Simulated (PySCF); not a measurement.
Geometries of 3 isomers of C3H8GeSi, from PBE0-D3(BJ)/def2-SVP geometry optimisation, gas phase (PySCF 2.14.0). One conformer each, no zero-point energy, no frequencies.

**Question.** Which isomer lies lowest at this level?
A.
```xyz
13
angstrom
C      2.861   -0.086    0.885
C      1.917    0.480    0.367
Ge     0.417    1.324   -0.449
C     -0.874   -0.052   -0.956
Si    -1.519   -1.097    0.470
H      3.698   -0.578    1.349
H     -0.194    2.302    0.569
H      0.912    2.097   -1.685
H     -1.719    0.444   -1.462
H     -0.388   -0.708   -1.698
H     -2.208   -0.226    1.473
H     -2.501   -2.111   -0.024
H     -0.396   -1.810    1.149
```
B.
```xyz
13
angstrom
C     -1.418   -2.197   -0.606
C     -0.789   -1.270   -0.138
C     -0.019   -0.159    0.372
Si     1.827   -0.395   -0.008
Ge    -0.718    1.544   -0.363
H     -1.978   -3.018   -1.011
H     -0.124   -0.089    1.469
H      2.315   -1.672    0.591
H      2.031   -0.424   -1.486
H      2.596    0.749    0.573
H     -0.552    1.531   -1.890
H     -2.204    1.672    0.008
H      0.080    2.715    0.243
```
C.
```xyz
13
angstrom
C      2.750    1.135   -0.032
Si     1.579    0.383    1.225
C     -0.106    0.224    0.504
C     -1.219    0.129    0.002
Ge    -2.952   -0.021   -0.764
H      3.761    1.232    0.394
H      2.402    2.135   -0.334
H      2.810    0.504   -0.931
H      2.043   -0.976    1.636
H      1.487    1.240    2.445
H     -3.905   -0.620    0.281
H     -3.434    1.377   -1.177
H     -2.873   -0.936   -1.994
```

**Answer.** C. That is `[C]([GeH3])#C[SiH2]C`, 11.4 kcal/mol below the next.

```
                 SMILES                 atoms numbered as above       E (Eh)  relative (kcal/mol)  relative (kJ/mol)  dipole (D)
     C[SiH2]C#[C][GeH3]      [CH3:1][SiH2:2][C:3]#[C:4][GeH3:5]  -2484.60795                  0.0                0.0        0.77
 C#[C][GeH2][CH2][SiH3]     [CH:1]#[C:2][GeH2:3][CH2:4][SiH3:5]  -2484.58979                 11.4               47.7        0.72
C#C[C@@H]([SiH3])[GeH3]  [CH:1]#[C:2][C@@H:3]([SiH3:4])[GeH3:5]  -2484.58060                 17.2               71.8        0.52
```
